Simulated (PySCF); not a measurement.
H3F3GeOSi, singlet, at the geometry of the source list; DF-CAMB3LYP/3-21G (PySCF).

Input for PySCF:
```python
from pyscf import gto, scf, dft

mol = gto.M(
    atom='''
F     2.31170000   -0.42100000   -1.24130000
Ge    1.49920000    0.16900000    0.11660000
F     2.39310000   -0.28480000    1.46670000
F     1.56380000    1.85640000    0.01720000
O    -0.03660000   -0.42770000    0.20990000
Si   -1.66210000   -0.24150000   -0.09690000
H    -1.81360000    0.41760000   -1.39430000
H    -2.17920000    0.57240000    1.00280000
H    -2.07620000   -1.64030000   -0.08080000
''',
    basis='3-21g',
    verbose=4,
    max_memory=1800,
)

mf = dft.RKS(mol)
mf.xc = 'camb3lyp'
mf = mf.density_fit(auxbasis='def2-universal-jkfit')
mf.kernel()
```

What the program printed (banner, timings and long lists left out):

```
PySCF version 2.14.0

[INPUT] verbose = 4
[INPUT] num. atoms = 9
[INPUT] num. electrons = 84
[INPUT] charge = 0
[INPUT] spin (= nelec alpha-beta = 2S) = 0
[INPUT] symmetry False subgroup None
[INPUT] Mole.unit = angstrom
[INPUT] Symbol           X                Y                Z      unit          X                Y                Z       unit  Magmom
[INPUT]  1 F      2.311700000000  -0.421000000000  -1.241300000000 AA    4.368479882157  -0.795574698442  -2.345717038423 Bohr   0.0
[INPUT]  2 Ge     1.499200000000   0.169000000000   0.116600000000 AA    2.833077405948   0.319363715051   0.220342066124 Bohr   0.0
[INPUT]  3 F      2.393100000000  -0.284800000000   1.466700000000 AA    4.522303588697  -0.538194000276   2.771661306900 Bohr   0.0
[INPUT]  4 F      1.563800000000   1.856400000000   0.017200000000 AA    2.955153713595   3.508087577643   0.032503289343 Bohr   0.0
[INPUT]  5 O     -0.036600000000  -0.427700000000   0.209900000000 AA   -0.069163976159  -0.808235863476   0.396653513546 Bohr   0.0
[INPUT]  6 Si    -1.662100000000  -0.241500000000  -0.096900000000 AA   -3.140913791640  -0.456368859082  -0.183114461470 Bohr   0.0
[INPUT]  7 H     -1.813600000000   0.417600000000  -1.394300000000 AA   -3.427207299511   0.789149629618  -2.634845135481 Bohr   0.0
[INPUT]  8 H     -2.179200000000   0.572400000000   1.002800000000 AA   -4.118091170652   1.081679233701   1.895017357714 Bohr   0.0
[INPUT]  9 H     -2.076200000000  -1.640300000000  -0.080800000000 AA   -3.923449379822  -3.099717762124  -0.152689870865 Bohr   0.0

nuclear repulsion = 644.001436404232
number of shells = 43
number of NR pGTOs = 150
number of NR cGTOs = 77
basis = 3-21g
ecp = {}

******** <class 'pyscf.df.df_jk.DFRKS'> ********
method = DFRKS
initial guess = minao
damping factor = 0
level_shift factor = 0
DIIS = <class 'pyscf.scf.diis.CDIIS'>
diis_start_cycle = 1
diis_space = 8
diis_damp = 0
SCF conv_tol = 1e-09
SCF conv_tol_grad = None
SCF max_cycles = 50
direct_scf = False
XC library pyscf.dft.libxc version 7.1.2
    S. Lehtola, C. Steigemann, M. J. T. Oliveira, and M. A. L. Marques,  SoftwareX 7, 1–5 (2018)
XC functionals = camb3lyp
    T. Yanai, D. P. Tew, and N. C. Handy,  Chem. Phys. Lett. 393, 51 (2004)
radial grids:
    Treutler-Ahlrichs [JCP 102, 346 (1995); DOI:10.1063/1.469408] (M4) radial grids

becke partition: Becke, JCP 88, 2547 (1988); DOI:10.1063/1.454033
pruning grids: <function nwchem_prune>
grids dens level: 3
symmetrized grids: False
atomic radii adjust function: <function treutler_atomic_radii_adjust>
small_rho_cutoff = 0
Set gradient conv threshold to 3.16228e-05
Initial guess from minao.
tot grids = 126112
******** <class 'pyscf.df.df.DF'> ********
auxbasis = def2-universal-jkfit
Create RSH-DF object <pyscf.df.df.DF object> for omega=0.33
******** <class 'pyscf.df.df.DF'> ********
auxbasis = auxmol.basis = def2-universal-jkfit
init E= -2727.98336214184
  HOMO = -0.404018308909032  LUMO = -0.115116956695567  gap/eV = 7.86141
cycle= 1 E= -2729.44887217332  delta_E= -1.47  |g|= 1.05  |ddm|= 2.69
  HOMO = -0.296687452640922  LUMO = 0.0260443050586998  gap/eV = 8.78198
cycle= 2 E= -2729.43155971928  delta_E= 0.0173  |g|= 1.17  |ddm|= 1.56
  HOMO = -0.406071782067916  LUMO = 0.00705566824254911  gap/eV = 11.24177
cycle= 3 E= -2729.63426357234  delta_E= -0.203  |g|= 0.0698  |ddm|= 0.746
  HOMO = -0.389800142516419  LUMO = 0.0151458821425914  gap/eV = 11.01914
cycle= 4 E= -2729.63483237168  delta_E= -0.000569  |g|= 0.0466  |ddm|= 0.0834
  HOMO = -0.393072199727448  LUMO = 0.0161177654739615  gap/eV = 11.13463
cycle= 5 E= -2729.63517938742  delta_E= -0.000347  |g|= 0.00259  |ddm|= 0.0284
  HOMO = -0.393735246401757  LUMO = 0.0155683152415054  gap/eV = 11.13772
cycle= 6 E= -2729.63518184956  delta_E= -2.46e-06  |g|= 0.000465  |ddm|= 0.00425
  HOMO = -0.393705423508838  LUMO = 0.015568573336771  gap/eV = 11.13691
cycle= 7 E= -2729.63518194827  delta_E= -9.87e-08  |g|= 0.000113  |ddm|= 0.000907
  HOMO = -0.39369368340001  LUMO = 0.0155791169908293  gap/eV = 11.13688
cycle= 8 E= -2729.63518195277  delta_E= -4.5e-09  |g|= 5.64e-05  |ddm|= 0.000189
  HOMO = -0.393692482557151  LUMO = 0.0155798984095536  gap/eV = 11.13687
cycle= 9 E= -2729.6351819534  delta_E= -6.27e-10  |g|= 2.08e-05  |ddm|= 5.69e-05
  HOMO = -0.393691401435921  LUMO = 0.0155801411557426  gap/eV = 11.13685
Extra cycle  E= -2729.63518195344  delta_E= -3.91e-11  |g|= 2.4e-05  |ddm|= 3.34e-05
converged SCF energy = -2729.63518195344
```
